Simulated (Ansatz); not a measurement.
Molecule: BrCl, charge 1, multiplicity 2. 
Coordinates optimised at B3LYP-D3(BJ)/def2-TZVP (Ansatz, a quantum-chemistry and plane-wave program):
```
Cl
Br 1 2.0683
```
Charge +1, spin multiplicity 2.

Basis-set convergence of Hartree-Fock and CCSD(T) correlation energies (hartree) with Ansatz. Valence correlation only, unless marked. Open shells are spin-unrestricted. No spin-orbit coupling. The frozen core is the preceding noble-gas configuration, with the filled d and f shells of earlier blocks. Non-relativistic.

```
basis       functions        E(HF)  E(corr, CCSD(T))
----------  ---------  -----------  ----------------
def2-SVP           50  -3031.03258          -0.28039
def2-TZVPP         90  -3031.52046          -0.38059
def2-QZVPP        159  -3031.58470          -0.41378
```

Extrapolating the two largest sets (X = 3 and 4) as X^-3: E(corr) = (64·(-0.41378) - 27·(-0.38059))/37 = -0.4380 Eh, an estimate of the basis-set limit. The largest set recovers 94.5 % of it, the smallest 64.0 %.
